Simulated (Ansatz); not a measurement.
Start from `CNCCN` and change one atom or group to get `CNC[SiH2]Cl`.

Ansatz, PBE0-D4/def2-TZVP geometries, multiplicity 1. Each molecule was computed in one conformer, which needn't be the lowest.

```
                                          property  `CNCCN`
             HOMO–LUMO gap (B3LYP/def2-TZVPP) / eV     7.09
               HOMO energy (B3LYP/def2-TZVPP) / eV    -6.34
               HOMO–LUMO gap (PBE/def2-TZVPP) / eV     5.40
  size of the dipole moment (B3LYP/def2-TZVPP) / D     1.84
             LUMO energy (ωB97M-V/def2-TZVPP) / eV     2.51
size of the dipole moment (ωB97M-V/def2-TZVPP) / D     1.88
```

**Question.** What does the change do to each property? (Best estimate.)

**Answer.** Computed: 
| property | `CNC[SiH2]Cl` | shift |
| --- | --- | --- |
| HOMO–LUMO gap (B3LYP/def2-TZVPP) / eV | 6.68 | -0.41 |
| HOMO energy (B3LYP/def2-TZVPP) / eV | -6.40 | -0.06 |
| HOMO–LUMO gap (PBE/def2-TZVPP) / eV | 4.79 | -0.61 |
| size of the dipole moment (B3LYP/def2-TZVPP) / D | 2.15 | 0.31 |
| LUMO energy (ωB97M-V/def2-TZVPP) / eV | 2.25 | -0.26 |
| size of the dipole moment (ωB97M-V/def2-TZVPP) / D | 2.14 | 0.26 |

With PBE0 the HOMO falls by 0.07 eV and the LUMO falls by 0.61 eV, so the gap narrows by about 0.54 eV. PBE moves the HOMO by -0.08 eV and ωB97M-V by -0.04 eV. Dipoles are sizes alone; their direction can turn.

B3LYP here is the variant with VWN-RPA as its local correlation; programs differ in this.
